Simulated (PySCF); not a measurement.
A structure optimised at PBE0-D3(BJ)/def2-SVP, used in a PySCF frequency run:

```xyz
6

Ta     0.0000     0.0000    -0.4519
F      0.0000     1.8208    -0.8895
F      0.0000    -1.8208    -0.8895
F      1.7539     0.0000    -1.0856
F     -1.7539     0.0000    -1.0856
Br     0.0000     0.0000     1.9584
```

Question: Write its SMILES, formula and point group.

Answer: [F][Ta]([F])([F])([F])[Br], BrF₄Ta, C2v

Question: What are its rotational constants (standard atomic weights)?

Answer: 2.0810, 0.94440, 0.92862 GHz
